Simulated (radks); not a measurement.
Results of a calculation; reference values are marked as such.
Fractional charge and spin in the 3s shell of silicon: the spin-up occupation runs from 0 to 1 and the spin-down occupation from 0 to 1; the fullest corner is Si+, [Ne] 3p(up 0.5, down 0.5) 3s(up 1, down 1). Code: a radial shooting solver on a logarithmic mesh with Libxc functionals. Model: non-relativistic Kohn-Sham, SCAN, spin-polarised, spherical densities, point nucleus; meta-GGA in the generalised Kohn-Sham scheme. Energy (eV) above the fullest corner. The planes named below are the two flat planes that join the four corners, with an edge along up + down = one added electron.

| down \ up | 0 | 0.25 | 0.5 | 0.75 | 1 |
|---|---|---|---|---|---|
| 0 | 58.649 | 49.015 | 39.962 | 31.434 | 23.521 |
| 0.25 | 49.015 | 40.141 | 31.820 | 24.040 | 16.858 |
| 0.5 | 39.962 | 31.820 | 24.254 | - | - |
| 0.75 | 31.434 | 24.040 | - | 10.877 | - |
| 1 | 23.521 | 16.858 | - | - | 0.000 |

Corners above the fullest one (they belong to Si2+ and the next ion): (up 1, down 0) 23.521 eV, (up 0, down 1) 23.521 eV, (up 0, down 0) 58.649 eV. With half an added electron in each spin the energy lies 0.734 eV from the planes, and with half an added electron in spin up alone -1.123 eV. The planes are only a guide here: the flat-plane condition holds for ground states with one frontier orbital, while this shell lies below other occupied shells, so the corners above the fullest one are inner-hole states and not the ground states of those ions.
